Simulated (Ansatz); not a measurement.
CH$_{6}$N$_{2}$OSSi (`N=C(S)N[SiH2]O`), charge 0, multiplicity 1.

(1) Give a relaxed structure at PBE0-D4/def2-TZVP (the Gaussian-basis code of Ansatz). (Best estimate.)

Results:

(1) Computed: 
Z-matrix (Å, degrees):
```
Si
N 1 1.738
O 1 1.637 2 114.2
H 1 1.483 2 107.6 3 -122.7
H 1 1.475 2 105.4 3 116.2
C 2 1.381 1 125.2 3 74.1
H 2 1.009 1 118.5 3 -93.7
H 3 0.958 1 119.0 2 -68.2
S 6 1.773 2 112.3 1 -164.5
N 6 1.268 2 128.0 1 14.9
H 9 1.341 6 93.8 2 -175.3
H 10 1.018 6 112.1 2 4.1
```
This is one stationary point; other conformers may exist.
